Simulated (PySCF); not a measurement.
(ClMg-mu-OH)2.
Geometry (PBE0-D3(BJ)/def2-SVP, Å), atoms numbered from 1 in this order:
```xyz
8
Cl2H2Mg2O2 angstrom
Mg     1.320   -0.430    0.410
Cl     3.335   -1.066    1.039
O      0.175    1.119    0.605
Mg    -1.321    0.430   -0.407
Cl    -3.333    1.066   -1.045
O     -0.177   -1.120   -0.602
H      0.312    1.955    1.055
H     -0.312   -1.953   -1.055
```

The closed-shell ground state was solved at several levels (PySCF, density fitting, gas phase, non-relativistic). The dipole stays under 0.02 D at every level.

```
        level  basis functions  HOMO (eV)  LUMO (eV)  gap (eV)
PBE0/pcSseg-1              124      -8.29      -1.45      6.84
 KT2/pcSseg-1              124      -6.98      -2.31      4.67
```

**Question.** What might CAM-B3LYP/def2-SVPD (158 basis functions) give for the same quantities?

**Answer.** HOMO -9.81 eV, LUMO -0.89 eV, gap 8.92 eV.

**Question.** Over all these levels, which gives the widest orbital gap and which the narrowest?

**Answer.** CAM-B3LYP/def2-SVPD (range-separated hybrid) has the widest, 8.92 eV, and KT2/pcSseg-1 (GGA) the narrowest, 4.67 eV. Functional and basis both differ between the two, so the spread mixes both effects.

One conformer stands for the species.
